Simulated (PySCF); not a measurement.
A PySCF script (with the pyscf-properties extension) for the NMR shieldings of `C(CN1C(C=C)=CN=N1)C`, C₇H₁₁N₃, on a GFN2-xTB geometry:

```python
import basis_set_exchange as bse
import numpy as np
from pyscf import gto, dft
from pyscf.prop import nmr

atoms = """
C    -3.010300    1.234923    0.241107
C    -1.856076    0.811592   -0.262856
C    -1.251883   -0.452518    0.066627
C    -1.675831   -1.511931    0.860538
N    -0.738195   -2.467893    0.831550
N     0.229304   -2.084495    0.082928
N    -0.044825   -0.880028   -0.399318
C     0.899528   -0.198280   -1.238356
C     1.739112    0.807816   -0.442740
C     2.646391    0.107690    0.560621
H    -3.572613    0.647279    0.945661
H    -3.428102    2.186741   -0.035907
H    -1.314577    1.431246   -0.965968
H    -2.577226   -1.628812    1.424661
H     0.363269    0.304334   -2.048742
H     1.548475   -0.968022   -1.662484
H     1.073739    1.499256    0.080010
H     2.340546    1.385627   -1.146962
H     2.066532   -0.528593    1.224867
H     3.372254   -0.516860    0.045574
H     3.181558    0.837873    1.162128
"""
names = dict.fromkeys(["C", "N", "H"], "pcSseg-1")
basis = {el: gto.basis.parse(bse.get_basis(n, elements=[el], fmt="nwchem")) for el, n in names.items()}
mol = gto.M(atom=atoms, basis=basis, charge=0, verbose=0)
mf = dft.RKS(mol, xc="PBE0")
mf.grids.level = 2
mf.grids.alignment = dft.numint.BLKSIZE   # the property module wants whole blocks of grid points
mf.conv_tol = 1e-9
mf.kernel()

calc = nmr.RKS(mf)   # GIAO
C = mf.mo_coeff
Co = C[:, mf.mo_occ > 0]
resp = mf.gen_response(singlet=True, hermi=2)
def vind(x):   # induced exchange potential for any number of trial vectors
    d = np.einsum("pi,xij,qj->xpq", C, 2 * x.reshape(-1, C.shape[1], Co.shape[1]), Co, optimize=True)
    return np.einsum("xpq,pi,qj->xij", resp(d - d.transpose(0, 2, 1)), C, Co, optimize=True).ravel()
mo1, _ = nmr.rhf.solve_mo1(calc, with_cphf=vind)
sigma = calc.kernel(mo1)
for i, s in enumerate(sigma):   # ppm
    print("%2d %-2s %9.2f" % (i, mol.atom_pure_symbol(i), np.trace(s) / 3))
```

Question: Give the expected output.

Answer: 
```
 0 C      64.31
 1 C      58.79
 2 C      46.18
 3 C      51.09
 4 N    -116.22
 5 N    -135.61
 6 N       1.94
 7 C     136.66
 8 C     157.85
 9 C     173.65
10 H      25.44
11 H      25.98
12 H      24.95
13 H      23.56
14 H      27.38
15 H      27.27
16 H      30.15
17 H      30.09
18 H      30.75
19 H      30.81
20 H      30.78
```

These numbers come from an equivalent density-fitted implementation of the same equations, which agrees with the script to about 0.01 ppm for H and up to a few tenths of a ppm for heavy atoms, so last digits may differ.

Question: Turn these shieldings into chemical shifts. References, each an isolated molecule treated in the same way: $^{13}$C (σref 186.93) and $^{1}$H (σref 31.72) against TMS; $^{15}$N (σref 267.73) against NH3.

Answer: Averaging equivalent atoms: C 2: 140.7; C 3: 135.8; C 1: 128.1; C 0: 122.6; C 7: 50.3; C 8: 29.1; C 9: 13.3; N 5: 403.3; N 4: 383.9; N 6: 265.8; H 13: 8.16; H 12: 6.77; H 10: 6.27; H 11: 5.74; H 14/15: 4.40; H 16/17: 1.60; H 18/19/20: 0.94 ppm. Experimental scales use liquid or dissolved standards, which lie at an offset from isolated NH3 (liquid NH3: subtract about 20 ppm). Unscaled 15N shifts of sp2 nitrogen come out 20 to 40 ppm too high even then.

Size and cost of the density-fitted run: 225 basis functions, 75 s wall time on 1 thread of an Arm Neoverse N1, shared host; peak memory 0.98 GiB.
